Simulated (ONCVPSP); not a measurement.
## What the settings do to the ONCV potential of Sc

Base potential:

```
Element                 : Sc
Generator               : ONCVPSP 4.0.1
Type                    : optimised norm-conserving Vanderbilt (ONCV)
Functional              : LDA (Perdew-Zunger)
Relativity              : scalar-relativistic
Frozen core             : [Ne]
Valence charge          : 11
Reference configuration : 3s2 3p6 3d1 4s1.5 (charge +0.5)
Partial waves           : 3s+4s: rc 1.40 bohr, ncon 4, nbas 9, qcut 9.4 1/bohr, 2 projectors; 3p: rc 1.80 bohr, ncon 4, nbas 9, qcut 8.4 1/bohr, 2 projectors, debl 3.8 Ha; 3d: rc 2.00 bohr, ncon 4, nbas 8, qcut 7.5 1/bohr, 2 projectors, debl 3.5 Ha
Local potential         : polynomial inside 1.00 bohr (lpopt 5, dvloc0 3 Ha)
Core correction         : polynomial model core, fcfact 0.4
```

All-electron outer shells of the reference configuration (LDA (Perdew-Zunger), scalar-relativistic, ld1.x):

| shell | level (eV) | outermost node (bohr) | outermost maximum (bohr) |
| --- | --- | --- | --- |
| 2p | -391.39 | – | 0.23 |
| 3s | -58.06 | 0.42 | 0.92 |
| 3p | -36.91 | 0.39 | 0.97 |
| 4s | -7.04 | 1.33 | 2.98 |
| 3d | -6.66 | – | 1.10 |

Cutoffs, loose and tight: the cutoffs (Ha) at which the residual kinetic energy of the hardest occupied pseudo-wave falls to 1 and 0.1 mHa per electron. They do not see the model core or the augmentation charge, which bear on the density cutoff. Test errors are all-electron minus pseudo excitation energies from the reference, over the configurations 3s2 3p6 3d1 4s2; 3s2 3p6 3d1 4s1; 3s2 3p6 3d1 4s0; 3s2 3p6 3d1 4s1 4p1. A dash means not determined; rows that change the core or the reference have their own tests.

```tsv
change	outcome	cutoff, loose	cutoff, tight	bound ghosts	GHOST(+) flags above zero	largest test error (meV)
base	generated	29 Ha	34 Ha	none	none	-0.7
s: qcut 5.6	generated	26 Ha	114 Ha	none	none	-1.9
s: qcut 7.2	generated	22 Ha	26 Ha	none	none	-1.2
s: qcut 10.2	generated	31 Ha	37 Ha	none	none	-0.6
s: qcut 11.7	generated	34 Ha	42 Ha	none	none	-0.5
s: qcut 13.1	failed: ERROR pspot: first pseudo wave function has node, program will stop	–	–	–	–	–
s: qcut 13.7	failed: ERROR pspot: first pseudo wave function has node, program will stop	–	–	–	–	–
```

**Question.** What comes out with this change to the base: s: qcut 7.9?

**Answer.** outcome: generated; cutoff, loose: 23 Ha; cutoff, tight: 28 Ha; bound ghosts: none; GHOST(+) flags above zero: none; largest test error (meV): -1.0.

Reading the sweep of the qcut of the s channel (base included, trends over the rows without a ghost): The loose cutoff rises from 26 Ha at 5.6 to 34 Ha at 11.7 1/bohr, with one reversal. The waves are optimised to have the least kinetic energy above qcut, so the cutoff follows it (qcut²/2 in Ha). The median size of the test errors (rows with all tests solved) stays near 0.3 meV. The generation fails at 13.1, 13.7 1/bohr.
